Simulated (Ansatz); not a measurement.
propyne (C₃H₄), singlet, geometry from GFN2-xTB. Base run: SVWN5/6-31G (Ansatz, a first-principles code).

Geometry (Å):
```xyz
7

C      0.0025    -0.0043     0.2138
C     -0.0103    -0.0135     1.4099
C      0.0090     0.0118    -1.2316
H     -0.0348    -0.0144     2.4581
H     -0.0157     1.0406    -1.5902
H      0.9083    -0.4738    -1.6094
H     -0.8653    -0.5165    -1.6114
```
Charge 0, spin multiplicity 1.
All else is at Ansatz's defaults.
Base energy -115.51228 Eh.

Each row names what was changed in the base input (with any setting that the change needs).

| change | ΔE vs base (µEh) |
|---|---|
| base | 0.0 |
| point_charge = charge:1.0 position_ang:-1.0806, -4.8517, -3.1409 | 494 |
| final_grid = 14, 28, 59 | -0.2 |
| nuclear_model = gaussian | 9.8 |
| lower_state_search = off | 0.0 |
| final_grid = 4, 8, 17 | 17.3 |
| final_grid = 6, 12, 29 | -0.2 |
| fitting.mean_field = cc-pVTZ-JKFIT | -33.3 |
| fitting.mean_field = def2-universal-JKFIT | -33.1 |
| accuracy = high | 4.7 |
| forces = on | 0.0 |
